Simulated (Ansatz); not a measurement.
Start from `CO[Si](O)(Cl)Br` and change one atom or group to get `N[Si](O)(Cl)Br`.

Ansatz, PBE0-D4/def2-TZVP geometries, multiplicity 1. Each molecule was computed in one conformer, which needn't be the lowest.

Scalar relativity is left out up to krypton.

```
                                      property  `CO[Si](O)(Cl)Br`
             LUMO energy (PBE/def2-TZVPP) / eV              -0.75
             HOMO energy (PBE/def2-TZVPP) / eV              -7.14
size of the dipole moment (PBE/def2-TZVPP) / D               1.93
          HOMO–LUMO gap (PBE0/def2-TZVPP) / eV               8.80
         LUMO energy (ωB97M-V/def2-TZVPP) / eV               1.98
            LUMO energy (PBE0/def2-TZVPP) / eV               0.23
```

(1) Give the same properties after the change, and the shifts. (Estimate.)

Answers

(1) Computed: 
```tsv
property	`N[Si](O)(Cl)Br`	shift
LUMO energy (PBE/def2-TZVPP) / eV	-0.69	0.06
HOMO energy (PBE/def2-TZVPP) / eV	-6.64	0.50
size of the dipole moment (PBE/def2-TZVPP) / D	2.89	0.96
HOMO–LUMO gap (PBE0/def2-TZVPP) / eV	8.30	-0.50
LUMO energy (ωB97M-V/def2-TZVPP) / eV	1.83	-0.15
LUMO energy (PBE0/def2-TZVPP) / eV	0.25	0.02
```

Dipoles are sizes alone; their direction can turn.

Spin–orbit coupling is left out; it splits and shifts lone-pair levels of the heavy atoms by tenths of an eV.
